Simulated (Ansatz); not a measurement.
Compare A (`BBCOC`) with its isomer B (`CCBBO`).

Calculated with Ansatz (gas phase, PBE0-D4/def2-TZVP geometries, no zero-point term in ΔE). CCSD(T)/CBS adds triple-zeta CCSD(T) − MP2 to the extrapolated MP2 energy (def2 sets, frozen cores). DFT in def2-TZVPP. B3LYP here is the variant with VWN-RPA as its local correlation; programs differ in this. One conformer a species, not always the lowest.

A:

```xyz
13

B     0.280    2.697   -0.662
B     0.633    1.264    0.051
C    -0.142   -0.081   -0.075
O     0.421   -1.134    0.666
C    -0.298   -2.328    0.531
H     0.750    3.014   -1.720
H    -0.399    3.527   -0.123
H     1.614    1.273    0.752
H    -1.194    0.089    0.224
H    -0.208   -0.350   -1.148
H     0.203   -3.086    1.133
H    -1.333   -2.219    0.885
H    -0.327   -2.666   -0.515
```

B:

```xyz
13

C     0.8657   -0.8870   -1.0656
C     0.6023   -0.9466    0.4334
B    -0.2785    0.1681    1.0810
B    -0.7566    1.5911    0.3206
O    -1.9171    1.8432   -0.3411
H     1.3261    0.0635   -1.3485
H    -0.0635   -0.9749   -1.6349
H     1.5299   -1.6874   -1.4018
H     1.5519   -0.8958    0.9943
H     0.2058   -1.9283    0.7292
H    -0.5404    0.0182    2.2495
H    -0.0024    2.5367    0.3517
H    -2.5233    1.0992   -0.3677
```

(1) Which isomer does CCSD(T)/CBS put lower? Give the gap. (Estimate.)

(2) Give E(B) − E(A) in kJ/mol with B3LYP, HF/def2-TZVPP, PBE-D4, CCSD/def2-TZVPP, B2PLYP, CCSD(T)/def2-TZVPP, PBE0-D4. (An estimate is asked.)

Largest T1 diagnostic: 0.012.

Answers

(1) The calculation gave: B, by 257.4 kJ/mol.

(2) Computed: B3LYP -243.9, HF/def2-TZVPP -238.9, PBE-D4 -246.9, CCSD/def2-TZVPP -253.5, B2PLYP -251.2, CCSD(T)/def2-TZVPP -255.0, PBE0-D4 -250.8. None reverses the order clearly.

From PBE to PBE0 (25 % exact exchange), in def2-TZVPP and without D4, E(B) − E(A) moves by −4.0 kJ/mol. In def2-TZVPP, CCSD(T) changes the Hartree–Fock value by −16.1 kJ/mol (the triples alone add −1.5 kJ/mol) and MP2 by −26.0 kJ/mol.
